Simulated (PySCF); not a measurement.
## Electron correlation in Cd²⁺ (cadmium, charge +2)

[Kr] 4d9 5p1, one real determinant (an excited configuration). Computed with PySCF 2.14 in x2c-TZVPPall with one added diffuse shell each of s, p, d, f type (9s7p7d3f1g, 95 functions), with scalar relativity by spin-free X2C-1e. Frozen: [Kr]; 10 electrons correlated.

| level | correlation energy (mhartree) |
| --- | --- |
| CCSD | -295.98 |
| (T) | -7.41 |
| CCSD(T) | -303.39 |

Diagnostics: T1 = 0.0072, D1 = 0.0311, largest double amplitude 0.041.

Q: Is a single reference adequate?

A: Yes, within this model without spin-orbit coupling: T1 lies below 0.03 and no double amplitude reaches 0.07.

The reference is one real determinant that mixes LS terms of this configuration.
